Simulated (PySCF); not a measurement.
B2Cl4, charge -1, doublet (typed; the unrestricted solution is spin-contaminated), at a GFN2-xTB geometry (a state made from the parent by changing its charge; the spin is typed, not shown lowest); B3LYP/STO-3G (PySCF).

The PySCF input:
```python
from pyscf import gto, scf, dft

mol = gto.M(
    atom='''
Cl   -1.642920   -1.653476   -0.117481
B    -0.778885   -0.075098   -0.063347
Cl   -1.924122    1.309551   -0.172628
B     0.778885    0.075098    0.063347
Cl    1.924122   -1.309551    0.172628
Cl    1.642920    1.653476    0.117481
''',
    basis='sto-3g',
    charge=-1,
    spin=1,
    verbose=4,
)

mf = dft.UKS(mol)
mf.xc = 'b3lyp'
mf.diis = False
mf.max_cycle = 100
mf.kernel()
mf.analyze()
```

What the program printed (banner, timings and long lists left out):

```
PySCF version 2.14.0

[INPUT] verbose = 4
[INPUT] num. atoms = 6
[INPUT] num. electrons = 79
[INPUT] charge = -1
[INPUT] spin (= nelec alpha-beta = 2S) = 1
[INPUT] symmetry False subgroup None
[INPUT] Mole.unit = angstrom
[INPUT] Symbol           X                Y                Z      unit          X                Y                Z       unit  Magmom
[...]
nuclear repulsion = 422.075290706126
number of shells = 26
number of NR pGTOs = 138
number of NR cGTOs = 46
basis = sto-3g
ecp = {}

******** <class 'pyscf.dft.uks.UKS'> ********
method = UKS
initial guess = minao
damping factor = 0
level_shift factor = 0
DIIS disabled
SCF conv_tol = 1e-09
SCF conv_tol_grad = None
SCF max_cycles = 100
direct_scf = True
direct_scf_tol = 1e-13
number electrons alpha = 40  beta = 39
XC library pyscf.dft.libxc version 7.1.2
    S. Lehtola, C. Steigemann, M. J. T. Oliveira, and M. A. L. Marques,  SoftwareX 7, 1–5 (2018)
XC functionals = b3lyp
    P. J. Stephens, F. J. Devlin, C. F. Chabalowski, and M. J. Frisch,  J. Phys. Chem. 98, 11623 (1994)
radial grids:
    Treutler-Ahlrichs [JCP 102, 346 (1995); DOI:10.1063/1.469408] (M4) radial grids

becke partition: Becke, JCP 88, 2547 (1988); DOI:10.1063/1.454033
pruning grids: <function nwchem_prune>
grids dens level: 3
symmetrized grids: False
atomic radii adjust function: <function treutler_atomic_radii_adjust>
small_rho_cutoff = 0
Set gradient conv threshold to 3.16228e-05
tot grids = 103616
init E= -1869.35826881354

cycle= 1 E= -1869.93431240442  delta_E= -0.576  |g|= 0.207  |ddm|= 2.47
cycle= 2 E= -1869.92649922681  delta_E= 0.00781  |g|= 0.239  |ddm|= 0.767
cycle= 3 E= -1869.93139357552  delta_E= -0.00489  |g|= 0.212  |ddm|= 0.787
cycle= 4 E= -1869.92001046204  delta_E= 0.0114  |g|= 0.257  |ddm|= 0.814
cycle= 5 E= -1869.92615978844  delta_E= -0.00615  |g|= 0.225  |ddm|= 0.839
cycle= 6 E= -1869.91257699908  delta_E= 0.0136  |g|= 0.275  |ddm|= 0.867
cycle= 7 E= -1869.92025068149  delta_E= -0.00767  |g|= 0.239  |ddm|= 0.894
cycle= 8 E= -1869.9040168275  delta_E= 0.0162  |g|= 0.295  |ddm|= 0.924
cycle= 9 E= -1869.91356994774  delta_E= -0.00955  |g|= 0.253  |ddm|= 0.953
cycle= 10 E= -1869.89414349194  delta_E= 0.0194  |g|= 0.316  |ddm|= 0.985
cycle= 11 E= -1869.90601779804  delta_E= -0.0119  |g|= 0.268  |ddm|= 1.02
cycle= 12 E= -1869.88274472485  delta_E= 0.0233  |g|= 0.34  |ddm|= 1.05
cycle= 13 E= -1869.89748464274  delta_E= -0.0147  |g|= 0.284  |ddm|= 1.08
cycle= 14 E= -1869.8695757037  delta_E= 0.0279  |g|= 0.365  |ddm|= 1.12
cycle= 15 E= -1869.88785078169  delta_E= -0.0183  |g|= 0.301  |ddm|= 1.15
cycle= 16 E= -1869.85435588471  delta_E= 0.0335  |g|= 0.392  |ddm|= 1.19
cycle= 17 E= -1869.87698758297  delta_E= -0.0226  |g|= 0.319  |ddm|= 1.23
cycle= 18 E= -1869.83676752592  delta_E= 0.0402  |g|= 0.422  |ddm|= 1.27
cycle= 19 E= -1869.86476010757  delta_E= -0.028  |g|= 0.338  |ddm|= 1.31
cycle= 20 E= -1869.81645686759  delta_E= 0.0483  |g|= 0.454  |ddm|= 1.36
cycle= 21 E= -1869.85103173066  delta_E= -0.0346  |g|= 0.357  |ddm|=  1.4
cycle= 22 E= -1869.79303969136  delta_E= 0.058  |g|= 0.488  |ddm|= 1.45
cycle= 23 E= -1869.83567144931  delta_E= -0.0426  |g|= 0.378  |ddm|= 1.49
cycle= 24 E= -1869.76611355693  delta_E= 0.0696  |g|= 0.525  |ddm|= 1.54
cycle= 25 E= -1869.8185645621  delta_E= -0.0525  |g|= 0.399  |ddm|= 1.58
cycle= 26 E= -1869.73527941643  delta_E= 0.0833  |g|= 0.565  |ddm|= 1.64
cycle= 27 E= -1869.79962718291  delta_E= -0.0643  |g|= 0.421  |ddm|= 1.69
cycle= 28 E= -1869.70017520386  delta_E= 0.0995  |g|= 0.607  |ddm|= 1.74
cycle= 29 E= -1869.7788244711  delta_E= -0.0786  |g|= 0.443  |ddm|= 1.79
cycle= 30 E= -1869.66052287301  delta_E= 0.118  |g|= 0.652  |ddm|= 1.85
cycle= 31 E= -1869.75619141304  delta_E= -0.0957  |g|= 0.466  |ddm|=  1.9
cycle= 32 E= -1869.61618765613  delta_E= 0.14  |g|= 0.699  |ddm|= 1.96
cycle= 33 E= -1869.73185349208  delta_E= -0.116  |g|= 0.489  |ddm|= 2.01
cycle= 34 E= -1869.56724378849  delta_E= 0.165  |g|= 0.747  |ddm|= 2.07
cycle= 35 E= -1869.70604294544  delta_E= -0.139  |g|= 0.511  |ddm|= 2.13
cycle= 36 E= -1869.51403522445  delta_E= 0.192  |g|= 0.797  |ddm|= 2.19
cycle= 37 E= -1869.67910520225  delta_E= -0.165  |g|= 0.533  |ddm|= 2.24
cycle= 38 E= -1869.45721495104  delta_E= 0.222  |g|= 0.847  |ddm|=  2.3
cycle= 39 E= -1869.65149044377  delta_E= -0.194  |g|= 0.554  |ddm|= 2.35
cycle= 40 E= -1869.3977455122  delta_E= 0.254  |g|= 0.896  |ddm|= 2.41
cycle= 41 E= -1869.62372769579  delta_E= -0.226  |g|= 0.574  |ddm|= 2.46
cycle= 42 E= -1869.33684907232  delta_E= 0.287  |g|= 0.944  |ddm|= 2.52
cycle= 43 E= -1869.59638323597  delta_E= -0.26  |g|= 0.593  |ddm|= 2.56
cycle= 44 E= -1869.27590787337  delta_E= 0.32  |g|= 0.99  |ddm|= 2.62
cycle= 45 E= -1869.57000994744  delta_E= -0.294  |g|= 0.61  |ddm|= 2.66
cycle= 46 E= -1869.21633124991  delta_E= 0.354  |g|= 1.03  |ddm|= 2.71
cycle= 47 E= -1869.5450974544  delta_E= -0.329  |g|= 0.625  |ddm|= 2.75
cycle= 48 E= -1869.1594166644  delta_E= 0.386  |g|= 1.07  |ddm|= 2.79
cycle= 49 E= -1869.52203284134  delta_E= -0.363  |g|= 0.639  |ddm|= 2.83
cycle= 50 E= -1869.10623394761  delta_E= 0.416  |g|= 1.11  |ddm|= 2.87
cycle= 51 E= -1869.50107846991  delta_E= -0.395  |g|= 0.651  |ddm|=  2.9
cycle= 52 E= -1869.05755344311  delta_E= 0.444  |g|= 1.14  |ddm|= 2.94
cycle= 53 E= -1869.48236843739  delta_E= -0.425  |g|= 0.661  |ddm|= 2.96
cycle= 54 E= -1869.01382462678  delta_E= 0.469  |g|= 1.17  |ddm|= 2.99
cycle= 55 E= -1869.46592069612  delta_E= -0.452  |g|= 0.67  |ddm|= 3.02
cycle= 56 E= -1868.97519848968  delta_E= 0.491  |g|= 1.19  |ddm|= 3.04
cycle= 57 E= -1869.45165924755  delta_E= -0.476  |g|= 0.677  |ddm|= 3.06
cycle= 58 E= -1868.94157908547  delta_E= 0.51  |g|= 1.21  |ddm|= 3.09
cycle= 59 E= -1869.43944042228  delta_E= -0.498  |g|= 0.684  |ddm|=  3.1
cycle= 60 E= -1868.91268808367  delta_E= 0.527  |g|= 1.23  |ddm|= 3.12
cycle= 61 E= -1869.42907842694  delta_E= -0.516  |g|= 0.689  |ddm|= 3.14
cycle= 62 E= -1868.88812913015  delta_E= 0.541  |g|= 1.24  |ddm|= 3.15
[...]
cycle= 65 E= -1869.41309692234  delta_E= -0.546  |g|= 0.697  |ddm|= 3.19
cycle= 66 E= -1868.85015426638  delta_E= 0.563  |g|= 1.26  |ddm|=  3.2
cycle= 67 E= -1869.40706621415  delta_E= -0.557  |g|=  0.7  |ddm|= 3.21
cycle= 68 E= -1868.8357956248  delta_E= 0.571  |g|= 1.27  |ddm|= 3.22
cycle= 69 E= -1869.40208888869  delta_E= -0.566  |g|= 0.702  |ddm|= 3.22
cycle= 70 E= -1868.82393385735  delta_E= 0.578  |g|= 1.28  |ddm|= 3.23
cycle= 71 E= -1869.39799801776  delta_E= -0.574  |g|= 0.704  |ddm|= 3.24
cycle= 72 E= -1868.81417735016  delta_E= 0.584  |g|= 1.28  |ddm|= 3.24
cycle= 73 E= -1869.39464719696  delta_E= -0.58  |g|= 0.706  |ddm|= 3.25
cycle= 74 E= -1868.80618104435  delta_E= 0.588  |g|= 1.29  |ddm|= 3.25
cycle= 75 E= -1869.39191020258  delta_E= -0.586  |g|= 0.707  |ddm|= 3.25
cycle= 76 E= -1868.79964642783  delta_E= 0.592  |g|= 1.29  |ddm|= 3.26
cycle= 77 E= -1869.3896796234  delta_E= -0.59  |g|= 0.708  |ddm|= 3.26
cycle= 78 E= -1868.7943188109  delta_E= 0.595  |g|=  1.3  |ddm|= 3.26
cycle= 79 E= -1869.38786486057  delta_E= -0.594  |g|= 0.709  |ddm|= 3.27
cycle= 80 E= -1868.7899828605  delta_E= 0.598  |g|=  1.3  |ddm|= 3.27
cycle= 81 E= -1869.38638947676  delta_E= -0.596  |g|= 0.71  |ddm|= 3.27
cycle= 82 E= -1868.78645624282  delta_E=  0.6  |g|=  1.3  |ddm|= 3.27
cycle= 83 E= -1869.38518667539  delta_E= -0.599  |g|= 0.71  |ddm|= 3.28
cycle= 84 E= -1868.78357783003  delta_E= 0.602  |g|=  1.3  |ddm|= 3.28
cycle= 85 E= -1869.3841870922  delta_E= -0.601  |g|= 0.711  |ddm|= 3.28
cycle= 86 E= -1868.78117379994  delta_E= 0.603  |g|=  1.3  |ddm|= 3.28
cycle= 87 E= -1869.38327422348  delta_E= -0.602  |g|= 0.711  |ddm|= 3.28
cycle= 88 E= -1868.77893111576  delta_E= 0.604  |g|=  1.3  |ddm|= 3.28
cycle= 89 E= -1869.38210486395  delta_E= -0.603  |g|= 0.712  |ddm|= 3.28
cycle= 90 E= -1868.77588700997  delta_E= 0.606  |g|= 1.31  |ddm|= 3.29
cycle= 91 E= -1869.37937627764  delta_E= -0.603  |g|= 0.714  |ddm|= 3.29
cycle= 92 E= -1868.76837897619  delta_E= 0.611  |g|= 1.31  |ddm|= 3.29
cycle= 93 E= -1869.36996310154  delta_E= -0.602  |g|= 0.72  |ddm|= 3.31
cycle= 94 E= -1868.74257827961  delta_E= 0.627  |g|= 1.32  |ddm|= 3.33
cycle= 95 E= -1869.33570051046  delta_E= -0.593  |g|= 0.741  |ddm|= 3.36
cycle= 96 E= -1868.65581362496  delta_E= 0.68  |g|= 1.35  |ddm|= 3.43
cycle= 97 E= -1869.23063490565  delta_E= -0.575  |g|= 0.801  |ddm|= 3.53

cycle= 98 E= -1867.96121301735  delta_E= 1.27  |g|= 1.51  |ddm|= 3.81
cycle= 99 E= -1868.19556434194  delta_E= -0.234  |g|= 1.12  |ddm|= 4.84
cycle= 100 E= -1858.54838117008  delta_E= 9.65  |g|= 2.55  |ddm|= 7.23
SCF not converged.
SCF energy = -1858.54838117008 after 100 cycles  <S^2> = 0.88989281  2S+1 = 2.1353153
**** SCF Summaries ****
Total Energy =                       -1858.548381170083076
Nuclear Repulsion Energy =             422.075290706125770
One-electron Energy =                -3444.849808842102902
Two-electron Energy =                 1164.226136965894057
Two-electron Coulomb Energy =         1285.850459571247256
DFT Exchange-Correlation Energy =     -121.624322605353129
**** MO energy ****
                             alpha | beta                alpha | beta
[...]
To work with the spin densities directly, `use mulliken_meta_spin()` only printing them here.

 ** Mulliken spin pop alpha/beta on meta-lowdin orthogonal AOs **
 ** Mulliken Spin Density (per AO)  **
spin_pop of  0 Cl 1s        0.00000
spin_pop of  0 Cl 2s        0.00001
spin_pop of  0 Cl 3s        0.00314
spin_pop of  0 Cl 2px       0.00007
spin_pop of  0 Cl 2py       0.00001
spin_pop of  0 Cl 2pz      -0.00003
spin_pop of  0 Cl 3px       0.33988
spin_pop of  0 Cl 3py       0.04772
spin_pop of  0 Cl 3pz      -0.17629
spin_pop of  1 B 1s        0.00003
spin_pop of  1 B 2s        0.06780
spin_pop of  1 B 2px       0.04569
spin_pop of  1 B 2py       0.01829
spin_pop of  1 B 2pz       0.35282
spin_pop of  2 Cl 1s        0.00000
spin_pop of  2 Cl 2s        0.00001
spin_pop of  2 Cl 3s        0.00314
spin_pop of  2 Cl 2px       0.00005
spin_pop of  2 Cl 2py       0.00002
spin_pop of  2 Cl 2pz      -0.00003
spin_pop of  2 Cl 3px       0.26520
spin_pop of  2 Cl 3py       0.12364
spin_pop of  2 Cl 3pz      -0.17751
spin_pop of  3 B 1s        0.00000
spin_pop of  3 B 2s        0.00210
spin_pop of  3 B 2px       0.03918
spin_pop of  3 B 2py       0.00007
spin_pop of  3 B 2pz       0.00580
spin_pop of  4 Cl 1s        0.00000
spin_pop of  4 Cl 2s        0.00000
spin_pop of  4 Cl 3s        0.00051
spin_pop of  4 Cl 2px       0.00000
spin_pop of  4 Cl 2py       0.00001
spin_pop of  4 Cl 2pz       0.00000
spin_pop of  4 Cl 3px       0.00184
spin_pop of  4 Cl 3py       0.01729
spin_pop of  4 Cl 3pz      -0.00005
spin_pop of  5 Cl 1s        0.00000
spin_pop of  5 Cl 2s        0.00000
spin_pop of  5 Cl 3s        0.00051
spin_pop of  5 Cl 2px       0.00000
spin_pop of  5 Cl 2py       0.00001
spin_pop of  5 Cl 2pz       0.00000
spin_pop of  5 Cl 3px      -0.00001
spin_pop of  5 Cl 3py       0.01917
spin_pop of  5 Cl 3pz      -0.00007
 ** Mulliken Spin Density (per atom)  **
spin density of  0 Cl =      0.21449
spin density of  1 B =      0.48462
spin density of  2 Cl =      0.21452
spin density of  3 B =      0.04715
spin density of  4 Cl =      0.01961
spin density of  5 Cl =      0.01961
 ** Mulliken pop alpha/beta on meta-lowdin orthogonal AOs **
 ** Mulliken pop       alpha | beta **
In total            40.00000 | 39.00000
 ** Mulliken atomic charges   ( Nelec_alpha | Nelec_beta ) **
charge of  0Cl =      3.07243  (     7.07103      6.85654 )
charge of  1B =     -0.87677  (     3.18070      2.69607 )
charge of  2Cl =      3.07230  (     7.07111      6.85659 )
charge of  3B =     -4.37273  (     4.70994      4.66279 )
charge of  4Cl =     -0.94762  (     8.98361      8.96401 )
charge of  5Cl =     -0.94762  (     8.98361      8.96400 )

WARN: System has nonzero charge -1; the dipole moment is origin-dependent.
Location of origin: [0. 0. 0.]

Dipole moment(X, Y, Z, Debye): -83.19129, -8.02196, -6.76598
```

The run did not converge; its last values are not results.
